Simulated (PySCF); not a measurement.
Structure problem from calculated spectra and properties.

Formula: C7H15NO.

- Rotational structure: rotational constants A, B, C: 2.740, 1.086, 0.971 GHz [PBE0-D3(BJ)/def2-SVP]
- Triplet: lowest triplet excitation (Tamm–Dancoff): 5.10 eV [TDA B3LYP/def2-SVPD]
- NMR, other nuclei: isotropic shieldings of nuclei other than C and H, by class: 100 (1 N), -76 (1 O) ppm [GIAO KT2/pcSseg-1]
- Dipole: 3.97 D [B3LYP/def2-SVPD]
- UV, first state: lowest singlet excitation: 5.58 eV (222 nm, f = 0.001) [TDDFT B3LYP/def2-SVPD]
- UV, strongest line: among the 10 lowest singlet transitions: S5 at 7.20 eV (172 nm, f = 0.094) [TDDFT B3LYP/def2-SVPD]
- 13C NMR: chemical shifts (computed TMS as zero) by class: 150.0 (1 C), 58.0 (1 C), 43.5 (1 C), 22.2 (2 C), 18.1 (2 C) ppm [GIAO KT2/pcSseg-1]
- 1H NMR: chemical shifts (computed TMS as zero) by class: 8.00 (1 H), 3.74 (1 H), 1.49 (6 H), 1.07 (1 H), 0.95 (6 H) ppm [GIAO KT2/pcSseg-1]
- Polarisability: 97.6 au [B3LYP/def2-SVPD]

The electronic properties come from PySCF, for the isolated species, density fitting. Levels stand in brackets. The structure is a single PBE0-D3(BJ)/def2-SVP conformer in the gas phase; no vibrational or solvent corrections. NMR classes are plain means over equivalent atoms (diastereotopic ones count apart unless rotation or inversion swaps them), as if these changed places fast.

Question: What is the compound? Reason from the data.

Answer: Numbering: `[CH3:1][CH:2]([CH3:3])[C:4]([CH3:5])([CH3:6])[NH:7][CH:8]=[O:9]`. Its formula, C7H15NO, gives 1 degree of unsaturation: 0 rings and 1 π bond in the structure found. 7 carbons fall into 5 classes; from least to most shielded: amide carbonyl carbon [C8] (150.0 ppm), sp3 carbon bound to nitrogen [C4] (58.0 ppm), sp3 CH carbon [C2] (43.5 ppm), methyl carbon [C5/C6] (22.2 ppm, 2 C, up to 8.3 ppm apart in this geometry), methyl carbon [C1/C3] (18.1 ppm, 2 C). Hydrogen classes from least to most shielded: 1 H on an amide carbonyl carbon, C8 (8.00 ppm), 1 H on an amide nitrogen, N7 (3.74 ppm), 6 H on 2 methyl carbons, C5/C6 (1.49 ppm, a mean of values up to 2.3 ppm apart in this geometry), 1 H on an sp3 CH carbon, C2 (1.07 ppm), 6 H on 2 methyl carbons, C1/C3 (0.95 ppm). The other shieldings belong to: 100 ppm, amide nitrogen [N7]; -76 ppm, amide oxygen [O9]. The optimised geometry has point group C1 and is an asymmetric top. Structure: `CC(C)C(C)(C)NC=O`. Computed isomers that give other values at the same levels: `CCCN(C)C(=O)CC` (rotational constant A: 2.555 GHz; this holds for the one conformer computed); `C=NC(C)(C)OC(C)C` (rotational constant A: 2.189 GHz; this holds for the one conformer computed); `CC(=O)NCCC(C)C` (rotational constant A: 3.783 GHz; this holds for the one conformer computed). The assignments are read from this structure; whether some other isomer fits the data as well wasn't checked.

Conformer computed: `[CH3:1][CH:2]([CH3:3])[C:4]([CH3:5])([CH3:6])[NH:7][CH:8]=[O:9]`: C1–C2–C4–C5 -55°, C2–C4–N7–C8 -177°, C4–N7–C8–O9 3°.
